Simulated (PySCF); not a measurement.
Harmonic spectrum computed at PBE0 in the def2-TZVP basis family (core potentials from Rb on, PySCF, no spin–orbit coupling):

```csv
symmetry,ω (cm⁻¹),IR (km/mol)
a',218,4.0
a',368,45.8
a',889,55.8
```

Problem. Which molecule gave it? In each, all ligands are bound to the one heavy central atom.
A. BrOCl (singlet)
B. IOCl (singlet)
C. GaOCl (singlet)
D. YOCl (singlet)
E. SnOCl (doublet)

Solution. A. It has Cs symmetry with Br–Cl 2.218 Å, Br–O 1.648 Å.
